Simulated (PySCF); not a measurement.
Zn(Et)(SH) cation (C₂H₆SZn), SMILES C[CH2][Zn][SH] (connectivity only; charge and spin as stated), charge +1, multiplicity 2. Atoms are numbered in the order given.

```xyz
10

Zn     0.2253     0.0783     0.2085
C      0.8553    -1.7534    -0.5148
C      0.4893    -1.9384    -1.9502
H      0.3689    -2.4293     0.2053
H      1.9277    -1.6009    -0.2962
H      0.9363    -1.1924    -2.6245
H     -0.5959    -2.0070    -2.1208
H      0.9056    -2.9231    -2.2693
S     -1.0762     1.7859     0.8438
H     -1.1501     1.3796     2.1400
```
Charge +1, spin multiplicity 2.

Coordinates come from a B3LYP-D3(BJ)/def2-SVP optimisation. The spin state was assumed, not searched. The isomer is the one that the SMILES or the coordinates give; other isomers of the formula were not compared. One conformer was computed; it need not be the lowest.

The numbers are results of TDA-CAM-B3LYP/def2-SVPD in PySCF 2.14.0, not measurements.

Vertical excitations. Gas-phase values at a fixed geometry.

```json
[
 {"state": "root 1", "energy (eV)": "0.43", "λ (nm)": "2908", "f": "0.009", "main pairs": "β HOMO→LUMO 92 %"},
 {"state": "root 2", "energy (eV)": "2.44", "λ (nm)": "508", "f": "0.181", "main pairs": "β HOMO−1→LUMO 89 %"},
 {"state": "root 3", "energy (eV)": "3.44", "λ (nm)": "360", "f": "0.001", "main pairs": "β HOMO−2→LUMO 95 %"},
 {"state": "root 4", "energy (eV)": "4.23", "λ (nm)": "293", "f": "0.006", "main pairs": "β HOMO−3→LUMO 42 %, β HOMO−4→LUMO 28 %, β HOMO−5→LUMO 25 %"},
 {"state": "root 5", "energy (eV)": "4.29", "λ (nm)": "289", "f": "0.008", "main pairs": "β HOMO−3→LUMO 54 %, β HOMO−5→LUMO 25 %, β HOMO−4→LUMO 18 %"},
 {"state": "root 6", "energy (eV)": "4.49", "λ (nm)": "276", "f": "0.006", "main pairs": "α HOMO→LUMO 76 %, β HOMO→LUMO+1 18 %"},
 {"state": "root 7", "energy (eV)": "4.99", "λ (nm)": "248", "f": "0.023", "main pairs": "α HOMO→LUMO 16 %, α HOMO−1→LUMO 8 %, β HOMO→LUMO+1 69 %"},
 {"state": "root 8", "energy (eV)": "5.20", "λ (nm)": "239", "f": "0.120", "main pairs": "β HOMO−4→LUMO 46 %, β HOMO−5→LUMO 42 %"},
 {"state": "root 9", "energy (eV)": "5.24", "λ (nm)": "237", "f": "0.011", "main pairs": "β HOMO→LUMO+2 87 %"},
 {"state": "root 10", "energy (eV)": "5.57", "λ (nm)": "223", "f": "0.000", "main pairs": "α HOMO→LUMO+1 89 %"}
]
```
Unrestricted roots are not spin-pure.
